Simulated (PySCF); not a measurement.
**`FC(F)[C@H]1[GeH2][CH2][C@@H]1S`, C$_{4}$H$_{8}$F$_{2}$GeS**

Molfile (atoms numbered from 1):
```
C4H8F2GeS
     RDKit          3D

 16 16  0  0  0  0  0  0  0  0999 V2000
   -2.0827    2.1383    0.3188 F   0  0  0  0  0  0  0  0  0  0  0  0
   -0.9025    1.7081   -0.1887 C   0  0  0  0  0  0  0  0  0  0  0  0
   -1.1923    1.2452   -1.4400 F   0  0  0  0  0  0  0  0  0  0  0  0
   -0.3663    0.5767    0.6381 C   0  0  1  0  0  0  0  0  0  0  0  0
   -1.2905   -1.1844    0.4343 Ge  0  0  0  0  0  4  0  0  0  0  0  0
    0.6700   -1.5480    0.3349 C   0  0  0  0  0  0  0  0  0  0  0  0
    0.9144   -0.0550    0.0822 C   0  0  2  0  0  0  0  0  0  0  0  0
    2.4184    0.6312    0.8798 S   0  0  0  0  0  0  0  0  0  0  0  0
   -0.2355    2.5771   -0.2986 H   0  0  0  0  0  0  0  0  0  0  0  0
   -0.2353    0.9132    1.6666 H   0  0  0  0  0  0  0  0  0  0  0  0
   -2.0751   -1.3266   -0.8338 H   0  0  0  0  0  0  0  0  0  0  0  0
   -2.0749   -1.7075    1.6091 H   0  0  0  0  0  0  0  0  0  0  0  0
    1.0974   -2.2027   -0.4210 H   0  0  0  0  0  0  0  0  0  0  0  0
    1.0612   -1.8408    1.3094 H   0  0  0  0  0  0  0  0  0  0  0  0
    1.0007    0.1504   -0.9860 H   0  0  0  0  0  0  0  0  0  0  0  0
    3.2854   -0.0661    0.1507 H   0  0  0  0  0  0  0  0  0  0  0  0
  1  2  1  0
  2  3  1  0
  2  4  1  0
  4  5  1  0
  5  6  1  0
  6  7  1  0
  7  8  1  0
  7  4  1  0
  2  9  1  0
  4 10  1  1
  5 11  1  0
  5 12  1  0
  6 13  1  0
  6 14  1  0
  7 15  1  6
  8 16  1  0
M  END
```

Method: TDDFT LC-wPBE/def2-SVPD circular dichroism and optical rotation, one conformer, gas phase (PySCF). Geometry: GFN2-xTB.

The molecule is flexible and this is one conformer; a measurement averages over conformers. The calculation is non-relativistic, which matters for the atoms heavier than Zn.

Stereocentres: C4 R, C7 S.

(1) What is the specific rotation at 633, 589.3, 546, 436, 405, 365, 355 nm?

(2) And for the mirror image at 589.3 nm?

(3) What is the molar rotation [Φ] = [α]·M/100 of the geometry above at 589.3 nm?

Answers

(1) [α] in deg dm⁻¹ (g/mL)⁻¹:
| λ (nm) | origin-invariant length gauge | modified velocity gauge | length gauge (centre of mass) | isotropic polarisability (au) |
| --- | --- | --- | --- | --- |
| 633 | +117.0 | +123.3 | +115.6 | 97.7 |
| 589.3 | +136.6 | +144.0 | +135.0 | 98.0 |
| 546 | +161.5 | +170.4 | +159.6 | 98.5 |
| 436 | +268.9 | +284.8 | +265.6 | 100.4 |
| 405 | +319.8 | +339.5 | +315.8 | 101.3 |
| 365 | +411.3 | +438.2 | +406.0 | 102.9 |
| 355 | +440.5 | +469.9 | +434.8 | 103.4 |

(2) -136.6 deg dm⁻¹ (g/mL)⁻¹ (origin-invariant length gauge): the same size and the opposite sign.

(3) With M = 198.79 g/mol, +271.5 deg cm² dmol⁻¹ (origin-invariant length gauge).

The first excitation lies at 5.65 eV (219 nm) with R = -2.1 × 10⁻⁴⁰ esu² cm² (velocity form).
